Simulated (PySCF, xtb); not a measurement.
C₂H₇FO₂Si, SMILES [C@@H]([Si@@H](O)F)(O)C. One conformer was computed; it need not be the lowest.

Harmonic wavenumbers (cm⁻¹) from GFN2-xTB (xtb) at its own minimum, in rising order: 44, 109, 184, 201, 224, 273, 297, 312, 342, 429, 669, 672, 679, 759, 819, 936, 941, 1015, 1056, 1116, 1244, 1271, 1315, 1400, 1477, 1502, 2381, 2828, 3032, 3049, 3050, 3570, 3643.

Task: What does PBE0-D3(BJ)/def2-SVP (PySCF) give at its own minimum? (The exact figures need the calculation; the answer reports its results.)

Result: 61, 114, 196, 228, 255, 277, 331, 355, 409, 458, 678, 748, 816, 851, 884, 933, 969, 1006, 1079, 1145, 1265, 1306, 1361, 1405, 1452, 1479, 2265, 2990, 3054, 3149, 3162, 3862, 3939. Paired by order, the mean absolute difference is 61 cm⁻¹ and the zero-point energies are 58.4 and 60.7 kcal/mol.
